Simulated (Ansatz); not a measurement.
One change: `F[SiH](Cl)C[SiH3]` becomes `N[SiH](F)C[SiH3]`.

Ansatz, PBE0-D4/def2-TZVP geometries, multiplicity 1. Each molecule was computed in one conformer, which needn't be the lowest.

```
                                          property  `F[SiH](Cl)C[SiH3]`
               HOMO–LUMO gap (PBE/def2-TZVPP) / eV                 6.93
                 LUMO energy (PBE/def2-TZVPP) / eV                -0.62
           HOMO–LUMO gap (ωB97M-V/def2-TZVPP) / eV                12.96
             HOMO–LUMO gap (B3LYP/def2-TZVPP) / eV                 8.71
size of the dipole moment (ωB97M-V/def2-TZVPP) / D                 1.84
                LUMO energy (PBE0/def2-TZVPP) / eV                 0.26
```

Task: Give the same properties after the change, and the shifts. (Best estimate.)

Result: Ansatz gave: 
| property | `N[SiH](F)C[SiH3]` | shift |
| --- | --- | --- |
| HOMO–LUMO gap (PBE/def2-TZVPP) / eV | 6.25 | -0.68 |
| LUMO energy (PBE/def2-TZVPP) / eV | -0.28 | 0.34 |
| HOMO–LUMO gap (ωB97M-V/def2-TZVPP) / eV | 12.42 | -0.54 |
| HOMO–LUMO gap (B3LYP/def2-TZVPP) / eV | 8.00 | -0.71 |
| size of the dipole moment (ωB97M-V/def2-TZVPP) / D | 1.29 | -0.55 |
| LUMO energy (PBE0/def2-TZVPP) / eV | 0.52 | 0.26 |

With PBE0 the HOMO rises by 0.87 eV and the LUMO rises by 0.26 eV, so the gap narrows by about 0.61 eV. PBE moves the HOMO by 1.02 eV and ωB97M-V by 0.64 eV. Dipoles are sizes alone; their direction can turn.

B3LYP here is the variant with VWN-RPA as its local correlation; programs differ in this.
